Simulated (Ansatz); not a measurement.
# A barrier at the coupled-cluster level

Start structure (SiH4Cl3OF, singlet), relaxed at PBE0-D4/def2-TZVP:

```xyz
10
angstrom
Si -0.4577 -1.5074 0.9218
H -1.4065 -1.8526 -0.1370
Cl -1.7074 1.0928 -1.4228
Cl -1.2366 -0.2068 2.2530
Cl 0.1805 -3.1797 1.8720
H 1.4176 1.0506 -0.3407
F 0.8357 -0.8284 0.2775
H 1.7277 2.0160 -1.4989
O 1.1398 1.8770 -0.7518
H -0.4930 1.5386 -1.1730
```

The step: SiHCl₂F ([F][SiH]([Cl])[Cl]) + HCl + H₂O → SiCl₃F ([F][Si]([Cl])([Cl])[Cl]) + H₂O + H₂; bonds formed: Si1–Cl3, H2–H8, O9–H10; bonds broken: Si1–H2, Cl3–H10, H8–O9. Program: Ansatz 0.2.0. Basis: def2-TZVPP and def2-QZVPP. Cores are frozen in the correlated methods. Extrapolation: Hartree–Fock as exp(−7.88 √X), correlation as X^−2.97. Energies below are by CCSD(T) at an estimated basis limit (MP2 extrapolated from triple and quadruple zeta, plus CCSD(T) − MP2 in triple zeta).

(1) What are the electronic barrier and the energy of the step, from the start structure to the end structure? (An estimate is asked for; the value comes from the calculation.)

T1 diagnostic: at most 0.011.

## Answers

(1) The calculation gives: Barrier 1.592 eV; step energy -0.462 eV (downhill); reverse barrier, their difference, 2.054 eV. Barrier and step energy count from the start structure, the reverse barrier from the end structure.

The saddle point: One imaginary mode of 262i cm⁻¹.
```tsv
pair	start (Å)	saddle (Å)	end (Å)
Si1–Cl3	3.72	2.29	2.02
H2–H8	5.16	1.22	0.75
O9–H10	1.72	1.04	0.96
Si1–H2	1.46	1.57	4.79
Cl3–H10	1.32	1.85	3.33
H8–O9	0.96	1.07	2.57
```

Zero-point energy (harmonic, PBE0-D4): ZPE is 1.320 eV at the start and 1.369 eV at the saddle, so the barrier goes from 1.592 to 1.640 eV.

Labels in which every atom is bracketed show which atoms are joined, not bond orders.

For scale, one of the runs: CCSD(T)/def2-TZVPP, 286 basis functions, launched by `ansatz run in.yaml --threads 8 --pin off --events-out ev --progress --plain --max-ram 19148MiB`. Hardware: 8 CPU threads of an Arm Neoverse V2, shared host. Wall time 4 min; peak host memory 8.3 GiB.
